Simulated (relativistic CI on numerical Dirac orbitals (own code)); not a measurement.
**Energy levels of Pd³⁺**

These numbers are calculated, not measured: Dirac-Coulomb-Breit CI, KLI orbitals optimised for each configuration, model QED, valence Slater integrals scaled by 0.85, P86 correlation energy added to each configuration (own radial code, finite nucleus).

CI space (outside the closed core [Ar] 3d10 4s2): 4p⁶4d⁷, 4p⁶4d⁶5s, 4p⁶4d⁶5p, 4p⁶4d⁶4f, 4p⁶4d⁵5s², 4p⁶4d⁶5d, 4p⁶4d⁶6s, 4p⁵4d⁸, 4p⁶4d⁶6p, 4p⁶4d⁵5s5p, 4p⁶4d⁶6d, 4p⁶4d⁶5g, 4p⁴4d⁹. Levels of other configurations are missing.

The lowest level is 4p⁶4d⁷ ⁴F9/2, with 97 % of that term; Hund's rules for 4p⁶4d⁷ give ⁴F with J = 9/2, in agreement.

```tsv
No.	Configuration	Term	J	E (cm⁻¹)	%	Landé g	Lifetime (s)
1	4p⁶4d⁷	⁴F	9/2	0.0	97	1.327	
2	4p⁶4d⁷	⁴F	7/2	2713.0	99	1.236	1.51e+00
3	4p⁶4d⁷	⁴F	5/2	4331.3	97	1.032	4.22e+00
4	4p⁶4d⁷	⁴F	3/2	5331.0	95	0.419	1.61e+01
5	4p⁶4d⁷	⁴P	3/2	12698.0	70	1.603	4.09e+00
6	4p⁶4d⁷	⁴P	5/2	12981.1	95	1.584	2.98e+00
7	4p⁶4d⁷	⁴P	1/2	14704.0	88	2.438	3.11e+00
8	4p⁶4d⁷	²G	9/2	15000.2	86	1.095	2.68e-01
9	4p⁶4d⁷	²G	7/2	17558.8	98	0.893	4.62e-01
10	4p⁶4d⁷	²P	3/2	18336.5	43	1.256	1.93e-01
11	4p⁶4d⁷	²D	5/2	20013.1	93	1.210	1.25e-01
12	4p⁶4d⁷	²H	11/2	20639.5	100	1.091	3.57e+00
13	4p⁶4d⁷	²P	1/2	21064.9	88	0.897	3.83e-01
14	4p⁶4d⁷	²H	9/2	23299.1	89	0.931	4.36e-01
15	4p⁶4d⁷	²D	3/2	24864.5	64	0.987	1.07e-01
16	4p⁶4d⁷	²F	5/2	31362.1	97	0.865	4.30e-01
17	4p⁶4d⁷	²F	7/2	32777.6	98	1.140	2.65e-01
18	4p⁶4d⁷	²D	3/2	46936.2	99	0.800	5.90e-02
19	4p⁶4d⁷	²D	5/2	48638.9	97	1.194	
20	4p⁶4d⁶5s	⁶D	9/2	89863.5	98	1.552	
21	4p⁶4d⁶5s	⁶D	7/2	91594.2	99	1.584	
22	4p⁶4d⁶5s	⁶D	5/2	92679.7	98	1.654	
23	4p⁶4d⁶5s	⁶D	3/2	93416.2	98	1.862	
24	4p⁶4d⁶5s	⁶D	1/2	93847.6	97	3.318	
25	4p⁶4d⁶5s	⁴D	7/2	103520.0	96	1.419	
26	4p⁶4d⁶5s	⁴D	5/2	105397.4	94	1.371	
27	4p⁶4d⁶5s	⁴D	3/2	106500.2	95	1.199	
28	4p⁶4d⁶5s	⁴D	1/2	107152.1	96	0.028	
29	4p⁶4d⁶5s	⁴H	13/2	111064.5	97	1.227	
30	4p⁶4d⁶5s	⁴H	9/2	111198.3	56	1.084	
31	4p⁶4d⁶5s	⁴H	11/2	111342.0	84	1.152	
32	4p⁶4d⁶5s	⁴H	7/2	111715.8	69	0.786	
33	4p⁶4d⁶5s	⁴P	5/2	112091.2	91	1.582	
34	4p⁶4d⁶5s	⁴F	9/2	113600.4	56	1.192	
35	4p⁶4d⁶5s	⁴F	7/2	114327.4	65	1.093	
36	4p⁶4d⁶5s	⁴F	5/2	114580.8	78	0.949	
37	4p⁶4d⁶5s	⁴F	3/2	115153.0	91	0.474	
38	4p⁶4d⁶5s	⁴P	3/2	115649.2	74	1.584	
39	4p⁶4d⁶5s	⁴G	11/2	115820.8	76	1.232	
40	4p⁶4d⁶5s	⁴G	9/2	117765.4	75	1.177	
41	4p⁶4d⁶5s	⁴G	5/2	118030.7	74	0.679	
42	4p⁶4d⁶5s	⁴P	1/2	118060.5	84	2.515	
43	4p⁶4d⁶5s	⁴G	7/2	118336.0	69	1.028	
44	4p⁶4d⁶5s	²H	11/2	119712.8	76	1.089	
45	4p⁶4d⁶5s	²H	9/2	119803.9	76	0.970
```

Energies count from the lowest computed level; lifetimes are radiative, by E1, M1, E2 decay to levels of this space only; some are left blank where a channel outside the calculation adds to the decay or the decay crosses a small, uncertain gap.

The mean weight of the leading LS term, summed over parents, in these 45 levels is 86 %, and that of the leading jj configuration (from the same eigenvectors) 57 %, so LS coupling describes them better.

Correlation outside the listed configurations is missing or only estimated: errors of thousands of cm⁻¹ between configurations and terms are usual at this charge. Rates and lifetimes follow the computed energies and can be off by large factors. The fine structure of a lone outer electron comes out too small, for d and f at times inverted, and misplaced configurations move strength between like terms.

Landé's interval rule says that E(J) − E(J−1) = AJ with one A. For the ground term the intervals give A = -399.9, -462.4, -602.9 cm⁻¹ for J = 5/2, 7/2, 9/2; the multiplet is inverted.

LS names give the leading component of a level, which can be under half, so a name can repeat, a term be missing and a line seem to break the LS rules.
